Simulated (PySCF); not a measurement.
Basis and Hamiltonian dependence of the excitation energy of Cl

Cl [Ne] 3s2 3p5 (2P) → Cl [Ne] 3s1 3p6 (2S). All values are computed (PySCF 2.14, energy differences of UHF-based or UKS calculations, no spin-orbit coupling). Values in eV.

```
                                                                  basis       Hamiltonian  functions     UHF  r2SCAN    PBE0  MP2 (valence)  CCSD(T) (valence)  CCSD(T) (valence and next inner shell)
                                                             dyall-av2z  non-relativistic         50  15.351  12.712  12.824         13.023             11.216                                     n/a
         x2c-TZVPPall with one added diffuse shell each of s, p, d type     spin-free X2C         51  15.578  12.923  13.034         13.125             10.655                                  10.689
                                                            def2-TZVPPD  non-relativistic         51  15.410  12.763  12.859         12.964             10.538                                  10.572
                                                           x2c-QZVPPall     spin-free X2C         70  15.581  12.941  13.037         13.118             11.006                                  11.058
                                                            def2-QZVPPD  non-relativistic         79  15.411  12.758  12.863         12.948             10.564                                  10.623
                                                             dyall-av3z  non-relativistic         84  15.406  12.742  12.857         13.024             10.837                                     n/a
                                                         aug-cc-pVQZ-DK     spin-free X2C         84  15.581  12.919  13.038         13.126             10.797                                     n/a
      x2c-QZVPPall with one added diffuse shell each of s, p, d, f type     spin-free X2C         86  15.582  12.943  13.038         13.110             10.675                                  10.735
                                                        aug-cc-pV(Q+d)Z  non-relativistic         89  15.413  12.750  12.865         12.942             10.565                                     n/a
                                                            dyall-acv3z     spin-free X2C        113  15.582  12.917  13.034         13.139             10.669                                     n/a
aug-cc-pV(Q+d)Z with one added diffuse shell each of s, p, d, f, g type  non-relativistic        114  15.413  12.750  12.865         12.942                n/a                                     n/a
                                                        aug-cc-pCVQZ-DK     spin-free X2C        134  15.582  12.917  13.035         13.102                n/a                                     n/a
                                                          aug-cc-pwCVQZ  non-relativistic        134  15.414  12.747  12.861         12.942                n/a                                     n/a
```

**Question.** Estimate the row for aug-cc-pCVTZ-DK with one added diffuse shell each of s, p, d, f type (spin-free X2C, 91 functions).

**Answer.** From the rows with the same Hamiltonian and similar size; the calculation gives UHF 15.58; r2SCAN 12.93; PBE0 13.04; MP2 (valence) 13.14 (eV).

Frozen in the all-electron rows: valence: [Ne]; valence and next inner shell: 1s2.

Reference for a calculation without spin-orbit coupling: 10.586 eV (measured, between term centres; NIST).
